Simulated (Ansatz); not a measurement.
Molecule: LaO, net charge 1, singlet state. 
Geometry from a B3LYP-D3(BJ)/def2-TZVP (Ansatz, a first-principles code) optimisation:
```xyz
2

La     0.0000     0.0000    -0.2312
O      0.0000     0.0000     1.6475
```
Charge +1, spin multiplicity 1.

Wanted: vertical ionisation energy (to the doublet state of charge +2; each state is the SCF solution reached for its spin; for the singlet T1 is 0.026), in eV. Correlated levels leave the core frozen unless marked. Open shells are spin-unrestricted. Spin-orbit coupling is left out. The frozen core is the preceding noble-gas configuration, with the filled d and f shells of earlier blocks. Past Kr the def2 sets carry scalar-relativistic core potentials. CBS(X,Y): correlation extrapolated as X^-3; Hartree-Fock from the larger set.

```csv
level,program,vertical ionisation energy (eV),minus last row
PBE/def2-TZVPD,Ansatz,15.29,0.38
r2SCAN/def2-TZVPD,Ansatz,14.95,0.04
BHLYP/def2-TZVPD,Ansatz,14.47,-0.44
CAM-B3LYP/def2-TZVPD,Ansatz,14.92,0.01
CCSD/def2-TZVPPD,Ansatz,14.60,-0.31
CCSD/def2-QZVPPD,Ansatz,14.64,-0.27
"CCSD/CBS(def2-TZVPPD,def2-QZVPPD)",Ansatz,14.67,-0.24
CCSD(T)/def2-SVPD,Ansatz,14.86,-0.05
CCSD(T)/def2-QZVPPD,Ansatz,14.88,-0.03
"CCSD(T)/CBS(def2-TZVPPD,def2-QZVPPD)",Ansatz,14.91,0.00
```
